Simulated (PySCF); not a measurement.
TaOCl3, SMILES [Cl][Ta]([Cl])(=[O])[Cl], multiplicity 1. Atoms are numbered in the order given.

```xyz
5

Ta     0.0000     0.0000    -0.1534
O      0.0000     0.0000    -1.8665
Cl     1.9046     1.0996     0.5124
Cl     0.0000    -2.1992     0.5124
Cl    -1.9046     1.0996     0.5124
```
Charge 0, spin multiplicity 1.

Geometry: r2SCAN-D4/def2-SVP. The multiplicity is an assumed one; no other spin state was optimised. The isomer is the one that the SMILES or the coordinates give; other isomers of the formula were not compared. The def2 effective core potentials stand for the cores of Ta; spin–orbit coupling is left out.

All values below come from r2SCAN-D4/def2-SVP (PySCF 2.14.0).

Frequencies are harmonic and unscaled.

Modes within 1.5 cm⁻¹ of each other (mostly degenerate sets) share a row, with their intensities summed.

```
mode  ν (cm⁻¹)  IR (km/mol)  moving atoms (share of kinetic energy)
----  --------  -----------  --------------------------------------
1–2        101          2.5                        Cl 90 %, Ta 10 %
3          117          2.3                        Cl 70 %, Ta 27 %
4–5        218          6.8                         O 77 %, Cl 19 %
6          394         10.1                                 Cl 95 %
7–8        416        153.6                        Cl 73 %, Ta 25 %
9         1012        121.9                          O 92 %, Ta 8 %
```
